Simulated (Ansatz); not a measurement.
```yaml
crystal:
  periodic: [false, false, false]
  atoms:
    - {symbol: C, position_ang: [1.418556, -1.133588, -0.330991]}
    - {symbol: N, position_ang: [0.719824, 0.453284, -0.442249]}
    - {symbol: Zr, position_ang: [-0.920089, 1.048905, 0.180808]}
    - {symbol: O, position_ang: [-2.000913, -0.563061, 0.596483]}
    - {symbol: F, position_ang: [-1.699665, 2.300408, -1.240795]}
    - {symbol: Cl, position_ang: [-0.625892, 2.456265, 2.094891]}
    - {symbol: H, position_ang: [1.618158, -1.503230, -1.286630]}
    - {symbol: H, position_ang: [0.527224, -1.701468, 0.402420]}
    - {symbol: H, position_ang: [2.427625, -0.823296, 0.576988]}
    - {symbol: H, position_ang: [1.373072, 0.888031, -0.941205]}
    - {symbol: H, position_ang: [-2.751966, -1.004349, 0.761486]}
basis:
  gaussian: {orbitals: def2-mTZVP}
hamiltonian: {xc: {name: PBE0-DH}}
output: {forces: true}
```

```sh
$ ansatz run in.yaml --threads 2 --pin off --events-out ev --progress --plain --max-ram 32768MiB --backend cpu
```

Output, abridged:

```
Functional definition: PBE0-DH
1441 factors; integrals over basis functions are off by at most 1.0e-3 eV
mean field evaluation 1: about -21150.6749 eV, gradient 8.2e1 eV
mean field evaluation 2: about -21150.7292 eV, gradient 8.2e1 eV
mean field evaluation 4: about -21162.2297 eV, gradient 1.2e1 eV
mean field evaluation 8: about -21162.5831 eV, gradient 2.8e-1 eV
mean field evaluation 16: about -21162.5916 eV, gradient 4.3e-4 eV
mean field -21162.59161548 eV, -777.7108973491 hartree, gradient 8.8e-6 eV, S^2 0.000000; 0 other end points of the search recorded, 0 dependent functions left out
9 core orbitals not correlated: weight in the atoms' cores, before any rotation towards them, 1.000 or more for the frozen orbitals, at most 0.000 for the correlated occupied ones
reference -21162.59165220 eV, -777.7108986987 hartree; 23, 23 occupied and 119, 119 virtual orbitals, 1441 factors
second order -38.31955962 eV of doubles, -0.00000000 eV of singles
Total energy: -21167.38159716 eV, -777.8869259289 hartree
Atom 0 at     1.418556    -1.133588    -0.330991 Å, force    -2.101320     4.055889     7.990914 eV/Å
Atom 1 at     0.719824     0.453284    -0.442249 Å, force     2.026666    -7.254678     0.860808 eV/Å
Atom 2 at    -0.920089     1.048905     0.180808 Å, force    -5.469011     1.791960     0.092878 eV/Å
Atom 3 at    -2.000913    -0.563061     0.596483 Å, force     5.063451     3.219769    -1.161539 eV/Å
Atom 4 at    -1.699665     2.300408    -1.240795 Å, force     0.879438    -1.352900     1.430036 eV/Å
Atom 5 at    -0.625892     2.456265     2.094891 Å, force     0.115679    -0.085422     0.017347 eV/Å
Atom 6 at     1.618158    -1.503230    -1.286630 Å, force     0.434202    -0.590604    -1.158130 eV/Å
Atom 7 at     0.527224    -1.701468     0.402420 Å, force     3.029925     1.291015    -2.793145 eV/Å
Atom 8 at     2.427625    -0.823296     0.576988 Å, force    -3.097270    -1.547269    -3.599083 eV/Å
Atom 9 at     1.373072     0.888031    -0.941205 Å, force     3.293984     2.768240    -2.597999 eV/Å
Atom 10 at    -2.751966    -1.004349     0.761486 Å, force    -4.175744    -2.295999     0.917913 eV/Å
Dipole moment:     0.500080    -0.993455    -0.239370 e Å
```

It took 18 s on 2 threads of an AMD EPYC 7R13 on a shared host, with 0.59 GiB of host memory at the peak.
